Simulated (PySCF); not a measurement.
This script is equivalent to a calculation on P²⁺ (phosphorus, charge +2).

```python
from pyscf import gto, scf, dft, mp, cc
import basis_set_exchange as bse
mol = gto.M(atom="P 0 0 0", charge=2, spin=1, symmetry="D2h",
            basis=gto.basis.parse(bse.get_basis("cc-pVDZ-DK", elements=["P"], fmt="nwchem", header=False)),
            nucmod="G")
mf = dft.UKS(mol, xc="PBE").sfx2c1e()
mf.irrep_nelec = {'Ag': (3, 3), 'B1u': (1, 1), 'B2u': (2, 1), 'B3u': (1, 1)}
mf.kernel()
```

Task: What total energy does it give?

Result: -340.810 hartree (calculated).

Task: Which occupied shell lies highest, and where?

Result: 3p α, at -24.944 eV.

Task: What is ⟨S²⟩, and what would a pure spin state give?

Result: 0.753, against 0.75.
